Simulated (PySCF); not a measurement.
**How methods differ on the excitation energy of Ir**

Ir [Xe] 4f14 5d7 6s2 (4F) → Ir [Xe] 4f14 5d8 6s1 (4F), as a difference of total energies. Calculation: PySCF 2.14, in aug-cc-pwCVDZ-PP with ECP60MDF; a scalar-relativistic core potential. Correlated levels: valence: 5s2 5p6 frozen; valence and next inner shell: nothing frozen outside the core potential. The calculations carry no spin-orbit coupling.

| method | excitation energy (eV) |
| --- | --- |
| UHF | 0.225 |
| LDA | 0.001 |
| PBE | -0.100 |
| PBE0 | -0.101 |
| r2SCAN | 0.000 |
| r2SCANh | 0.000 |
| BHandHLYP | 0.091 |
| BLYP | 0.039 |
| wB97X | 0.369 |
| MP2 (valence) | 0.086 |
| SCS-MP2 (valence) | 0.161 |
| MP2 (valence and next inner shell) | 0.320 |
| SCS-MP2 (valence and next inner shell) | 0.428 |

Task: How much does correlation contribute at MP2 (valence and next inner shell)?

Result: 0.320 − (0.225) = 0.095 eV, measured against UHF.

Errors of the correlated levels include the incompleteness of this basis and the frozen core.

For comparison: 0.138 eV (measured; NIST levels, between the centres of gravity of the two terms).
